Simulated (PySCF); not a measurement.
Spinor energies of Nb²⁺ (niobium, charge +2)

Start: [Kr] 4d3; 4d3/2 filled at m_j = -1/2, +1/2, +3/2. Calculated with PySCF 2.14 in x2c-QZVPPall-2c (13s12p9d3f2g, 133 functions): generalised Hartree-Fock with the X2C-1e Hamiltonian and a Gaussian nucleus; one run each with spin-orbit coupling (SO) switched off, then screened by Boettger's factors.

```json
{"spinor shell": "1s1/2", "electrons": "2", "ε, spin-free (eV)": "-19105.4", "ε, screened SO (eV)": "-19104.5", "weight of nominal j (screened SO)": "1.000", "rms radius, screened SO (bohr)": "0.0415"}
{"spinor shell": "2s1/2", "electrons": "2", "ε, spin-free (eV)": "-2761.4", "ε, screened SO (eV)": "-2761.2", "weight of nominal j (screened SO)": "1.000", "rms radius, screened SO (bohr)": "0.171"}
{"spinor shell": "2p1/2", "electrons": "2", "ε, spin-free (eV)": "-2461.2", "ε, screened SO (eV)": "-2527.4", "weight of nominal j (screened SO)": "1.000", "rms radius, screened SO (bohr)": "0.149"}
{"spinor shell": "2p3/2", "electrons": "4", "ε, spin-free (eV)": "-2461.2", "ε, screened SO (eV)": "-2430.1", "weight of nominal j (screened SO)": "1.000", "rms radius, screened SO (bohr)": "0.154"}
{"spinor shell": "3s1/2", "electrons": "2", "ε, spin-free (eV)": "-507.42", "ε, screened SO (eV)": "-507.31", "weight of nominal j (screened SO)": "1.000", "rms radius, screened SO (bohr)": "0.471"}
{"spinor shell": "3p1/2", "electrons": "2", "ε, spin-free (eV)": "-406.49", "ε, screened SO (eV)": "-417.64", "weight of nominal j (screened SO)": "1.000", "rms radius, screened SO (bohr)": "0.471"}
{"spinor shell": "3p3/2", "electrons": "4", "ε, spin-free (eV)": "-406.49", "ε, screened SO (eV)": "-401.15", "weight of nominal j (screened SO)": "1.000", "rms radius, screened SO (bohr)": "0.481"}
{"spinor shell": "3d3/2", "electrons": "4", "ε, spin-free (eV)": "-241.53", "ε, screened SO (eV)": "-243.49", "weight of nominal j (screened SO)": "0.979", "rms radius, screened SO (bohr)": "0.471"}
{"spinor shell": "3d5/2", "electrons": "6", "ε, spin-free (eV)": "-241.53", "ε, screened SO (eV)": "-240.07", "weight of nominal j (screened SO)": "0.986", "rms radius, screened SO (bohr)": "0.475"}
{"spinor shell": "4s1/2", "electrons": "2", "ε, spin-free (eV)": "-90.111", "ε, screened SO (eV)": "-90.063", "weight of nominal j (screened SO)": "1.000", "rms radius, screened SO (bohr)": "1.24"}
{"spinor shell": "4p1/2", "electrons": "2", "ε, spin-free (eV)": "-60.727", "ε, screened SO (eV)": "-64.898", "weight of nominal j (screened SO)": "0.689", "rms radius, screened SO (bohr)": "1.39"}
{"spinor shell": "4p3/2", "electrons": "4", "ε, spin-free (eV)": "-60.727", "ε, screened SO (eV)": "-58.629", "weight of nominal j (screened SO)": "0.845", "rms radius, screened SO (bohr)": "1.39"}
{"spinor shell": "4d3/2", "electrons": "3", "ε, spin-free (eV)": "-25.278", "ε, screened SO (eV)": "-25.298", "weight of nominal j (screened SO)": "0.637", "rms radius, screened SO (bohr)": "1.98"}
```

```tsv
quantity	spin-free	screened SO
E (hartree)	-3816.36730	-3816.77964
M_J	3/2	3/2
⟨J²⟩	6.760	6.492
⟨L²⟩	12.009	11.995
⟨S²⟩	3.752	3.747
```

The determinant has a definite M_J but mixes levels of different J.

Each row is a mean over spinors that exchange with the open shell spreads, by up to 3.612 eV (4s1/2).

Rows whose weight is well below 1 are mixtures of j = l ± 1/2: exchange outweighs spin-orbit coupling there, and the label is only the starting occupation.

Breit and QED terms are absent; they matter most for the inner s and p1/2 levels.

Densities and radii are taken from the X2C orbitals without a picture-change correction, which distorts them close to the nucleus.

Without spin-orbit coupling the j labels of p, d and f shells carry no meaning; the spin-free column gives the mean over the occupied spinors of each nl shell, and its ⟨J²⟩ belongs to a mixture of degenerate components.
